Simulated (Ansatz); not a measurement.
The cluster ReO₂, relaxed as a doublet with UKS PBE0-D4/def2-TZVP in Ansatz, starting from the GFN2-xTB geometry. Force threshold 0.02 eV/Å.

In the def2 sets Re takes a core potential; there is no spin–orbit coupling. The structure holds one bond between oxygen atoms, so isomers without such links may lie far lower. The charge 0 doublet is spin-contaminated (final ⟨S²⟩ up to 2.26, 0.75 for a pure state). Another isomer (quartet) lies 6.62 eV lower at PBE0-D4/def2-TZVP; other spin states weren't run for this one.

Start:

```xyz
3

Re    0.1493   -0.2055    1.5057
O    -0.2101    0.0534   -0.1241
O     0.0608    0.1520   -1.3816
```

(1) Estimate the energy that the relaxation releases and the steps that it takes.

(2) Does the start keep its bonding and symmetry?

(3) Predict the relaxed structure.

Answers

(1) 4.3 kcal/mol, in 6 steps; 52 s on 2 threads of Intel Xeon Platinum 8375C on a shared host. No frequencies were taken in this run, so the end may be a saddle point.

(2) By distances, no bond broke or formed. The bond that changes most is Re1–O2, from 1.69 to 1.79 Å (atoms count from 1). Point group Cs at the start, Cs at the end, both within 0.05 Å.

(3) 
Cartesian coordinates in Å:
```
Re 0.210 -0.217 1.509
O -0.344 0.084 -0.170
O 0.134 0.134 -1.340
```
Bond lengths: 1 × O–Re 1.79 Å; 1 × O–O 1.26 Å.
